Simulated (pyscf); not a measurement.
## `[O][Sn]([OH])([OH])[OH]`, doublet

Gas-phase minimum from PySCF at ωB97X-D3(BJ)/def2-SVP, one conformer. Other isomers of •O–Sn(OH)(OH)–OH were not searched in full and may lie lower. 

```
Sn
O 1 1.9549
H 2 0.9664 1 111.53
O 1 1.9563 2 106.83 3 -13.74
H 4 0.9658 1 112.74 2 159.83
O 1 1.9608 2 115.55 3 105.43
H 6 0.9659 1 112.84 2 66.77
O 1 2.0040 2 106.31 3 -137.39
```
Charge 0, spin multiplicity 2.

Properties at ωB97X-D3(BJ)/def2-SVP:

* **Harmonic wavenumbers, unscaled**: 63, 121, 152, 166, 172, 186, 198, 218, 622, 653, 672, 677, 840, 855, 872, 3885, 3891, 3893 cm⁻¹
* **Zero-point energy**: 25.9 kcal/mol
* **Rotational symmetry number**: 1
* **Entropy of this conformer at 298 K and 1 atm, rigid rotor and harmonic oscillator, modes under 100 cm⁻¹ raised to 100**: 386.6 J/(mol K)
* **Dipole moment**: 1.51 D
* **Spin expectation value S2**: 0.754

Single-point totals, which compare only within one level:

| level | total energy (hartree) |
|---|---|
| ωB97X-D3(BJ)/def2-TZVP | -517.24236 |
| PBE/def2-TZVP | -516.81004 |
| r²SCAN/def2-TZVP | -517.06461 |
| B3LYP-D3(BJ)/def2-TZVP | -517.20455 |
| PBE0-D3(BJ)/def2-TZVP | -516.81243 |
| M06-2X/def2-TZVP | -516.95193 |
| ωB97M-D3(BJ)/def2-TZVP | -517.22275 |

Soft torsions are taken as harmonic, which can shift the entropy by several J/(mol K). Elements past Kr carry the def2 core potentials, without spin-orbit coupling.
